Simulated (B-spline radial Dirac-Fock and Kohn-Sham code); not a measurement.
How the settings move the core levels of Lu²⁺

ΔSCF core binding energies without Breit or QED terms, calculated with a radial finite-basis atomic code. Keys: rel is the Hamiltonian (dirac, or spin-free x2c and nr, where L3 and M5 stand for the whole 2p and 3d shells), method is hf or an exchange,correlation pair (spin-unpolarised, also for the hole states), nuc the nuclear model, radius_factor scales its radius, rmax is the box in bohr, h the logarithmic mesh step, order the B-spline order, points the quadrature points per cell, c_factor scales the speed of light, and damp, ndamp, maxit and tol steer the iteration. The run stops when the commutator error falls below 10·tol·max(1, Z/10), or the numerical noise floor, and the energy has settled to about 1e-8 Ha; the virial ratio is −V/T.

Base input:

```json
{"items": [{"Z": 71, "q": 2, "cfg": [[1, 0, 2], [2, 0, 2], [2, 1, 6], [3, 0, 2], [3, 1, 6], [3, 2, 10], [4, 0, 2], [4, 1, 6], [4, 2, 10], [4, 3, 14], [5, 0, 2], [5, 1, 6], [6, 0, 1]], "A": 175, "rrms": 5.37, "do": "settings", "holes": ["K", "L3", "M5"],
  "settings": [{"rel": "dirac", "method": "hf", "nuc": "fermi", "radius_factor": 1.0, "rmax": 45.0, "h": 0.3, "order": 8, "points": 10, "c_factor": 1.0, "maxit": 60, "damp": 0.5, "ndamp": 3, "tol": 1e-08}]}]}
```

The ground state converged in 10 iterations, with total energy -14571.82519 Ha, virial ratio 1.89757 and highest orbital energy -20.01 eV. ΔSCF binding energies: K (1s) 63640.4 eV, L3 (2p3/2) 9295.0 eV, M5 (3d5/2) 1617.8 eV.

Changes from the base run:

| changed setting | Δ total energy (Ha) | Δ K (eV) | Δ L3 (eV) | Δ M5 (eV) | iterations |
| --- | --- | --- | --- | --- | --- |
| radius_factor = 0.5 | -1.30714 | +14.60 | -0.09 | -0.02 | 10 |
| radius_factor = 0.5; order = 7; damp = 0.2 | -1.30703 | +14.60 | -0.09 | -0.02 | 10 |
| damp = 0.2 | 0.00000 | 0.00 | 0.00 | 0.00 | 10 |
| rel = "x2c"; h = 0.5; damp = 0.2 | ? | ? | ? | ? | ? |
| h = 0.5 | +0.55733 | +0.40 | +0.42 | +0.77 | 11 |
| method = "pw91,pw91" | -8.19100 | +50.79 | -33.72 | -9.61 | 11 |
| order = 7 | +0.00017 | 0.00 | 0.00 | 0.00 | 10 |

Task: What does the change rel = "x2c"; h = 0.5; damp = 0.2 do?

Result: The total energy moves by +14.59803 Ha and the binding energies by K -67.80 eV, L3 +337.22 eV, M5 +21.45 eV; the run takes 10 iterations.
